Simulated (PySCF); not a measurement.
C4H7FO2, SMILES O[C@H]1[C@@H](O)[C@]1(F)C. Atoms are numbered in the order given.

```xyz
14

C      0.8638    -1.1116     1.6729
C      0.4128    -0.3919     0.4384
F      1.2254    -0.6405    -0.6606
C     -1.0488    -0.2598     0.0478
O     -1.3229    -0.2889    -1.3270
C     -0.2481     0.9796     0.4658
O      0.0094     1.8994    -0.5336
H      1.8840    -0.7880     1.9634
H      0.1802    -0.8883     2.5154
H      0.8690    -2.2100     1.5160
H     -1.8434    -0.6850     0.6878
H     -0.6014    -0.8078    -1.7400
H     -0.4287     1.4275     1.4602
H     -0.4583     1.5350    -1.3215
```
Charge 0, spin multiplicity 1.

Coordinates come from a PBE-D3(BJ)/def2-SVP optimisation. The structure was generated by enumeration; whether it is a known compound was not checked. The values are those of a single conformer.

Calculation: PySCF with PBE-D3(BJ)/def2-SVP.

Frequencies are harmonic and unscaled.

```
mode  ν (cm⁻¹)  IR (km/mol)  moving atoms (share of kinetic energy)
----  --------  -----------  --------------------------------------
1          173          1.4           O 39 %, F 36 %, H 17 %, C 9 %
2          200          0.5                                  H 85 %
3          209          9.2          O 39 %, F 27 %, C 17 %, H 17 %
4          248          5.7                  O 38 %, C 30 %, H 27 %
5          276          7.6                  O 57 %, H 28 %, C 10 %
6          300         59.8                          H 76 %, O 15 %
7          349         10.6          F 36 %, H 25 %, C 23 %, O 16 %
8          540          3.4          C 59 %, H 17 %, O 14 %, F 10 %
9          563         51.1                          H 63 %, C 24 %
10         588         25.5                          H 53 %, C 35 %
11         671         11.4                  C 48 %, O 37 %, H 12 %
12         693         39.3                  C 49 %, F 25 %, H 20 %
13         807          6.4                          C 58 %, H 40 %
14         839         26.1                  H 42 %, C 38 %, F 12 %
15         929          2.6                  H 58 %, C 28 %, F 10 %
16         978         35.1                          H 53 %, C 41 %
17        1036         16.6                          H 71 %, C 28 %
18        1080         22.2                          C 51 %, H 46 %
19        1125         65.1                  C 43 %, O 29 %, H 28 %
20        1152         82.6                  H 46 %, C 28 %, O 25 %
21        1207         16.9                          C 53 %, H 43 %
22        1239         42.2                          C 53 %, H 41 %
23        1271         12.3                          H 50 %, C 45 %
24        1310         32.8                          H 75 %, C 18 %
25        1344         19.5                          H 71 %, C 27 %
26        1362         59.9                          H 69 %, C 25 %
27        1395          5.7                                  H 96 %
28        1408         26.1                          H 77 %, C 21 %
29        1440         22.9                          C 56 %, H 41 %
30        2971         18.8                                  H 97 %
31        3055         12.3                           H 92 %, C 8 %
32        3059          8.6                          H 90 %, C 10 %
33        3062         26.5                           H 92 %, C 8 %
34        3076         12.4                           H 91 %, C 9 %
35        3515         82.2                                  H 94 %
36        3624         53.3                                  H 94 %
```
